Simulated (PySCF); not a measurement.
**Ga¹⁷⁺: ionisation energy**

Ga¹⁷⁺ [Ne] 3s2 3p2 (3P) → Ga¹⁸⁺ [Ne] 3s2 3p1 (2P), as a difference of total energies. Calculation: PySCF 2.14, in an even-tempered Gaussian basis (18 s from 1.4 bohr⁻², ratio 2.5; 12 p from 1.8 bohr⁻², ratio 2.5; 5 d from 8.7 bohr⁻², ratio 2.7; 4 f from 13 bohr⁻², ratio 2.7); the spin-free X2C one-electron Hamiltonian (Gaussian nucleus). Correlated levels: outer shells: 1s2 frozen; virtual orbitals above 40 to 60 times the deepest correlated orbital energy dropped. The calculations carry no spin-orbit coupling.

| method | ionisation energy (eV) |
| --- | --- |
| UHF | 636.61 |
| LDA | 637.84 |
| PBE | 637.89 |
| PBE0 | 637.88 |
| r2SCAN | 638.19 |
| TPSS | 637.98 |
| r2SCAN0 | 638.09 |
| MP2 (outer shells) | 637.17 |
| SCS-MP2 (outer shells) | 637.00 |

Task: How much does correlation contribute at MP2 (outer shells)?

Result: 637.17 − (636.61) = 0.56 eV, measured against UHF.

Spin-orbit coupling is strong in these open shells (close to jj coupling). The scalar numbers leave it out and a first-order estimate fails, so it can dominate the gap to the real levels.

Breit and QED terms and the two-electron picture change are absent.

For comparison: 640 ± 1.5 eV (semi-empirical (NIST evaluation); NIST Atomic Spectra Database, ionization energies).
